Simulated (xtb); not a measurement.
C₄H₂BrCl, SMILES C(=C(\Br)C#C)/Cl. All values are semi-empirical tight-binding results from xtb (GFN2-xTB unless named), good for trends rather than for accurate numbers. The structure is a stationary point at GFN2-xTB. The structure was generated by enumeration; whether it is a known compound was not checked.

Optimised geometry:

```xyz
8

C      2.6516    -0.6725     0.0000
C      1.4706    -0.4515     0.0000
C      0.1051    -0.1313     0.0000
Br    -0.3032     1.7395     0.0000
C     -0.9081    -0.9996     0.0000
Cl    -0.6495    -2.6924     0.0000
H      3.6769    -0.8946     0.0000
H     -1.9409    -0.6892     0.0000
```
Charge 0, spin multiplicity 1.

Computed properties:
point group as xtb finds it: Cs
orbital gap: 3.36 eV
zero-point energy: 25.6 kcal/mol
G − E(el) at 298.15 K (modified RRHO): 5.0 kcal/mol
static polarisability (D4 model): 77.1 bohr³
solvation energy, GFN2-xTB/ALPB(water): -2.0 kcal/mol
solvation energy, GFN2-xTB/ALPB(acetonitrile): -6.2 kcal/mol

Computed atomic charges and the Wiberg bond orders between heavy atoms:
charges (e) C1 -0.07, C2 0.00, C3 0.10, Br4 -0.13, C5 0.04, Cl6 -0.13, H7 0.10, H8 0.09. Bond orders C1–C2 2.80, C2–C3 1.14, C3–Br4 0.96, C3–C5 1.74, C5–Cl6 1.02.
